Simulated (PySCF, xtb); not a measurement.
diiodomethane (CH2I2), SMILES C(I)I.

GFN2-xTB (xtb) at its own geometry gives an orbital gap of 3.89 eV and a dipole moment of 3.14 D.

The structure is a stationary point at PBE0-D3(BJ)/def2-SVP. The def2 effective core potentials stand for the cores of I; spin–orbit coupling is left out.

Task: What does M06-2X/def2-TZVPD in PySCF give? (Estimate from the structure and the level; the computed values follow.)

Result: gap 7.28 eV (levels -8.52 and -1.24 eV), dipole 1.15 D.
